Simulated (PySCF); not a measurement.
C₅H₇F, SMILES C(/F)=C/CC=C. Geometry optimised at B3LYP-D3(BJ)/def2-SVP. The structure was generated by enumeration; whether it is a known compound was not checked. Other conformers were not sampled.

Computed equilibrium geometry at B3LYP-D3(BJ)/def2-SVP (PySCF confirms it by a frequency run) as Cartesian coordinates in Å (one conformer of several):
```xyz
13

C     -2.7760    -0.0854     0.7378
C     -1.6510    -0.2704     0.0431
C     -0.4337     0.6165     0.1124
C      0.7770    -0.1202     0.6218
C      1.8946    -0.3273    -0.0717
F      2.0633     0.1309    -1.3230
H     -2.8925     0.7626     1.4214
H     -3.6245    -0.7688     0.6469
H     -1.5675    -1.1349    -0.6274
H     -0.6487     1.4768     0.7702
H     -0.2084     1.0203    -0.8883
H      0.7364    -0.5426     1.6300
H      2.7704    -0.8707     0.2939
```
